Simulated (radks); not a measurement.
Problem. Species: the aluminium ion Al+. Configuration: [Ne] 3s2 (the NIST ground configuration). Method: Dirac Kohn-Sham, revPBE, spin-unpolarised, spherical densities, finite nucleus; Fermi nuclear charge, rms radius 3.061 fm; computed with a radial shooting solver on a logarithmic mesh with Libxc functionals. Some entries of the table are withheld. Estimate them.

| orbital | occ. | eigenvalue (Ry) | <1/r> (bohr^-1) | r(max) (bohr) |
|---|---|---|---|---|
| 1s1/2 | 2 | -111.7112 | 12.64 | (1) |
| 2s1/2 | 2 | -8.57005 | 2.343 | 0.4964 |
| 2p1/2 | 2 | -5.75088 | (2) | 0.4278 |
| 2p3/2 | 4 | -5.71843 | (3) | 0.4294 |
| 3s1/2 | 2 | -1.08557 | 0.5625 | 2.027 |

Solution. 
(1) 1s1/2 r(max) (bohr): 0.07833
(2) 2p1/2 <1/r> (bohr^-1): 2.218
(3) 2p3/2 <1/r> (bohr^-1): 2.207
